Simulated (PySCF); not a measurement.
# From computed data to an observable: oscillator strength and radiative lifetime

CH10Si4, SMILES C1[SiH2][SiH2][Si@@H]1[SiH3].

Geometry: ωB97X-D3(BJ)/def2-SVP. The structure was generated by enumeration; whether it is a known compound was not checked.

TDA-ωB97X/def2-SVPD (PySCF) puts the first singlet state with f over 0.02 at 5.83 eV (vertical), with the transition dipole (-1.024, 0.138, -0.145) in atomic units.

Task: Find the oscillator strength, the wavelength and the radiative lifetime that this transition would have in vacuum if emission retraced absorption.

Result: 
|μ|² = 1.0886 au, so |μ| = 2.65 D. ΔE = 5.83/27.211 = 0.2142 hartree. f = (2/3) ΔE |μ|² = 0.155 (the program prints 0.156).
λ = 1239.84/5.83 = 213 nm; ν = 47022 cm⁻¹.
Einstein's coefficient A = 0.6670 ν² f s⁻¹ (ν in cm⁻¹) = 2.3e8 s⁻¹, so τ = 1/A = 4.4 ns. This state is S2; the lower singlet has f = 0.019. The figure is the radiative limit of this one transition; relaxation, internal conversion, crossing to triplets and a medium change what is measured.
